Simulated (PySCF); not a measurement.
BeHBr, SMILES [BeH][Br]. Atoms are numbered in the order given.

```xyz
3

Be     0.0000     0.0000    -1.6782
H      0.0000     0.0000    -3.0062
Br     0.0000     0.0000     0.2777
```

Geometry optimised at PBE0-D3(BJ)/def2-TZVPD.

The numbers are results of PBE/def2-TZVPD run with PySCF, not measurements.

Isolated molecule, no solvent.

### Question
Estimate the frontier levels, gap, dipole moment and polarisability. (An estimate is asked for; the answer gives what the named calculation found.)

### Answer

* **highest occupied level**: -7.79 eV
* **lowest empty level**: -1.54 eV
* **orbital gap**: 6.26 eV
* **dipole moment**: 0.17 D
* **quadrupole, principal values (traceless, Buckingham form, about the centre of nuclear charge)**: -3.04, 1.52, 1.52 D·Å
* **mean static polarisability**: 40.1 bohr³ (5.95 Å³)
* **polarisability, principal values**: 35.7, 35.7, 49.1 bohr³
